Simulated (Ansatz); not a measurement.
`CN(C)BO` + H₂ → `BO` + `CNC` at 700 K and 1 bar (hydrogenolysis of a B–N bond).

Calculated with Ansatz (gas phase, PBE0-D4/def2-TZVP geometries, no zero-point term in ΔE). CCSD(T)/CBS adds triple-zeta CCSD(T) − MP2 to the extrapolated MP2 energy (def2 sets, frozen cores). This one scheme is used for every species. Each species was taken in one conformer, which may not be the lowest.

```json
{"species": "`CN(C)BO`", "CCSD(T)/CBS energy (Eh)": "-235.67433", "H − E (kJ/mol)": "371.2", "S (J/(mol·K))": "442.9"}
{"species": "H₂", "CCSD(T)/CBS energy (Eh)": "-1.17544", "H − E (kJ/mol)": "46.8", "S (J/(mol·K))": "155.3"}
{"species": "`BO`", "CCSD(T)/CBS energy (Eh)": "-101.80414", "H − E (kJ/mol)": "126.4", "S (J/(mol·K))": "277.4"}
{"species": "`CNC`", "CCSD(T)/CBS energy (Eh)": "-135.00321", "H − E (kJ/mol)": "296.9", "S (J/(mol·K))": "352.4"}
```

H − E and S are ideal-gas, rigid-rotor, harmonic terms from PBE0-D4/def2-TZVP, for one conformer and one mirror image of each species. For small species the MP2-based limit differs from directly extrapolated CCSD(T) by up to some mEh (0.8 for H₂); such offsets cancel only in part. 1 Eh = 2625.50 kJ/mol, R = 8.31446 J/(mol·K).

Problem. By hand: ΔE, ΔH, ΔS and ΔG.

Solution. ΔE = (-101.80414) + (-135.00321) − (-235.67433) − (-1.17544) = 0.04242 Eh = 111.4 kJ/mol. Δ(H − E) = 126.4 + 296.9 − 371.2 − 46.8 = 5.3, so ΔH = 116.7 kJ/mol. ΔS = 277.4 + 352.4 − 442.9 − 155.3 = 31.6 J/(mol·K). ΔG = 116.7 − 700 × (31.6)/1000 = 94.6 kJ/mol.

Problem. By hand: the equilibrium constant, and the temperature at which ΔG would vanish if ΔH and ΔS stayed fixed.

Solution. log₁₀ K = −ΔG/(RT ln 10) = -7.1. ΔG = 0 at ΔH/ΔS = 3693 K, far beyond where these terms or the molecules hold.

ΔH outweighs TΔS. A doubt of 5 kJ/mol in ΔE shifts log₁₀ K by 0.4 here. Other conformers and mirror images would add mixing entropy, several J/(mol·K) or more a flexible species. These are equilibria of isolated gas molecules and say nothing of rates. Largest T1 diagnostic: 0.014 (customary marks: 0.02 for closed shells, 0.045 for open ones).
